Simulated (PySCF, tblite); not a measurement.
C3H6F2O2S.
Structure used (GFN2-xTB), in Å, numbered top down from 1:
```
atom  x, y, z in Å
C1     2.2711    0.7032    0.2877
O2     1.0037    0.2598    0.7162
S3     0.5235   -1.2129    0.1052
O4     0.5960   -1.1445   -1.3359
C5    -1.2927   -0.7865    0.4898
C6    -1.7917    0.3436   -0.3620
F7    -1.4018   -0.5512    1.8191
F8    -1.9776   -1.9446    0.2689
H9     2.3271    1.7661    0.5182
H10    3.0708    0.1724    0.8103
H11    2.3772    0.5548   -0.7905
H12   -2.8753    0.4222   -0.3024
H13   -1.3366    1.2678   -0.0155
H14   -1.4944    0.1493   -1.3910
```

The calculation used PBE0/def2-SVPD in PySCF (dipole) on a GFN2-xTB geometry, gas phase.

Masses are those of the commonest isotopes; rigid-rotor values at the optimised geometry. The values belong to one conformer with, in the numbering `[CH3:1][O:2][S@:3](=[O:4])[C:5]([CH3:6])([F:7])[F:8]`, C1–O2–S3–O4 -55°, O2–S3–C5–C6 67°.

(1) What are A, B and C (GHz)?

(2) Classify the top.

(3) Is it planar, by Δ = Ic − Ia − Ib?

(4) Give the other two planar moments, Paa and Pbb, and the rms extents of the mass along the axes.

(5) Predict some low-J microwave lines.

(6) Estimate the classical rotational partition function at 10 K, 50 K and 298.15 K.

Results:

(1) Ia = 180.49, Ib = 380.84, Ic = 433.56 u·Å²; 505379 MHz·u·Å²/I gives 2800, 1327 and 1166 MHz, that is A = 2.8000, B = 1.3270, C = 1.1656 GHz.

(2) An asymmetric top. Ray's parameter κ = (2B − A − C)/(A − C) = -0.803; −1 is the prolate and +1 the oblate limit.

(3) Not planar: Δ = Ic − Ia − Ib = -127.77 u·Å². For a rigid frame Δ = −2 Σ m c², so Σ m c² = 63.88 u·Å² lies off the ab plane: 13.31 from hydrogen and 50.57 from heavier atoms. The atom farthest from that plane is 2.00 Å away.

(4) Paa = Σ m a² = (Ib + Ic − Ia)/2 = 316.96 and Pbb = Σ m b² = (Ia + Ic − Ib)/2 = 116.61 u·Å². With the mass M = 144.01 u, the rms extents √(P/M) along a, b and c are 1.48, 0.90, 0.67 Å.

(5) The dipole components are |μa| = 1.52 D, |μb| = 1.50 D, |μc| = 1.07 D. Intensities carry the squares of the components, which stand as 1.00 : 0.97 : 0.50 (a : b : c). Some lines, for components of 0.1 D or more:

| type | branch | J(Ka,Kc) | MHz | lower level (cm⁻¹) |
| --- | --- | --- | --- | --- |
| c | Q | 4(1,4) ← 4(0,4) | 899 | 0.825 |
| c | Q | 3(1,3) ← 3(0,3) | 1124 | 0.497 |
| b | R | 5(3,2) ← 4(4,1) | 1662 | 1.661 |
| b | Q | 2(2,0) ← 2(1,1) | 4432 | 0.309 |
| a | R | 2(1,1) ← 1(1,0) | 5147 | 0.138 |
| b | Q | 3(2,2) ← 3(1,3) | 5153 | 0.534 |
| b | R | 4(1,3) ← 3(2,2) | 6081 | 0.706 |
| a | R | 3(2,2) ← 2(2,1) | 7478 | 0.457 |
| a | R | 3(1,2) ← 2(1,1) | 7712 | 0.309 |
| b | Q | 3(3,0) ← 3(2,1) | 7715 | 0.708 |
| b | R | 3(1,3) ← 2(0,2) | 8553 | 0.249 |
| a | R | 4(1,4) ← 3(1,3) | 9625 | 0.534 |
| b | R | 4(1,4) ← 3(0,3) | 10749 | 0.497 |
| b | Q | 4(4,1) ← 4(3,2) | 10855 | 1.299 |
| b | R | 5(0,5) ← 4(1,4) | 11333 | 0.855 |
| a | R | 5(1,5) ← 4(1,4) | 12011 | 0.855 |
| c | R | 3(2,2) ← 2(1,2) | 12381 | 0.293 |
| a | R | 5(4,1) ← 4(4,0) | 12491 | 1.661 |
| b | R | 4(2,3) ← 3(1,2) | 14146 | 0.567 |
| c | R | 3(3,0) ← 2(2,0) | 15242 | 0.457 |
| c | R | 3(3,1) ← 2(2,1) | 15254 | 0.457 |
| b | R | 3(3,0) ← 2(2,1) | 15255 | 0.457 |
| c | R | 5(1,4) ← 4(0,4) | 15314 | 0.825 |
| c | R | 5(2,3) ← 4(1,3) | 16729 | 0.909 |
| c | R | 5(3,2) ← 4(2,2) | 20143 | 1.045 |
| c | R | 4(4,0) ← 3(3,0) | 20848 | 0.966 |
| b | R | 5(5,1) ← 4(4,0) | 26449 | 1.661 |

(6) Point group C1, symmetry number σ = 1; q = (√π/σ)·√((kT/h)³/(ABC)), k/h = 20836.6 MHz/K: 2560 at 10 K, 28600 at 50 K, 417000 at 298.15 K.

Its GFN2-xTB frequencies are all real (lowest 36 cm⁻¹). No vibrational averaging or centrifugal distortion is included, and the geometry carries the error of its method. A rigid rotor knows nothing of internal rotation, which can split or shift real lines.
